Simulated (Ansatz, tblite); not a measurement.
Cost and result up the ladder for the cluster Ge8Ir⁻ (9 atoms). The state is a singlet with charge -1. Geometry: PBE-D4/def2-SVP.

```
atom   x (Å)   y (Å)   z (Å)
 Ir1  -1.128  -0.178   0.010
 Ge2  -0.166   1.847   1.474
 Ge3  -0.024   1.434  -1.451
 Ge4   0.063  -2.574   0.394
 Ge5   2.057   1.784   0.085
 Ge6   1.531  -0.859  -1.468
 Ge7  -0.912  -1.777  -1.849
 Ge8  -2.563   0.753   1.618
 Ge9   1.141  -0.430   1.187
```

Ansatz on 6 threads of Intel Xeon on a shared host; xTB runs through tblite on one thread. Times are rough, summed over both states, and most runs start from the orbitals of an earlier one. No level here is sound enough to serve as a yardstick. The other state is a triplet at its own geometry, which has other bonds, so the gap mixes isomer and spin.

In the def2 sets Ir takes a core potential; there is no spin–orbit coupling. The xTB rows come from tblite. The structure comes from a short search, and lower isomers may exist.

xTB has no spin-polarisation term.

| level | functions | wall time | triplet − singlet (eV) |
| --- | --- | --- | --- |
| GFN1-xTB | 81 | 0.18 s | 0.30 |
| GFN2-xTB | 81 | 0.3 s | 0.22 |
| PBE-D4/def2-SVP | 288 | 32 s | 0.09 |
| r2SCAN-D4/def2-SVP | 288 | 1.7 min | -0.01 |
